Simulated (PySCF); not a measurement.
# A search over the determinants of AlI

Unrestricted PBE0; basis Al def2-SVPD, I def2-SVPD with ECP28; scalar-relativistic core potentials; PySCF 2.14. Outer shells of the fragments: Al 3s2 3p1; I 4d10 5s2 5p5.

Followed along the bond (rough minima from three points):

```
2Ms+1  unpaired  ⟨S²⟩ at the start  R at minimum (Å)  Te (eV)
    1      none               0.00              2.57     0.00
    3  σ ↑, π ↑               2.00              2.51     2.53
```

Solutions found at the starting distance of 2.505 Å, counted from the lowest of them; the search is not exhaustive and high or unbound solutions are not listed, so other states can lie among these:

```
2Ms+1  unpaired   term  E (eV)  ⟨S²⟩  ⟨Lz²⟩  μ (D)
    1      none    ¹Σ⁺    0.00  0.00   0.00  -1.44
    3  σ ↑, π ↑     ³Π    2.51  2.00   1.00  -1.25
    1  σ ↑, π ↓  mixed    3.09  1.01   1.01  -0.83
    3      π ↑↑  mixed    4.66  2.01   2.01   3.66
    3      σ ↑↑    ³Σ⁺    4.70  2.00   0.00  -0.72
    3      π ↑↑  mixed    4.86  2.01   2.02   3.78
```

A term symbol is given only where ⟨S²⟩ and ⟨Lz²⟩ are close to those of a pure state; real π, δ and φ orbitals otherwise mix terms. A positive dipole means Al(−)I(+).

The measured ground state is X ¹Σ+ (Huber and Herzberg, Constants of Diatomic Molecules (1979)).

Spin–orbit coupling is left out. Counting both spins, an empty level lies below a filled one in some of these solutions, because spin and occupation are held.
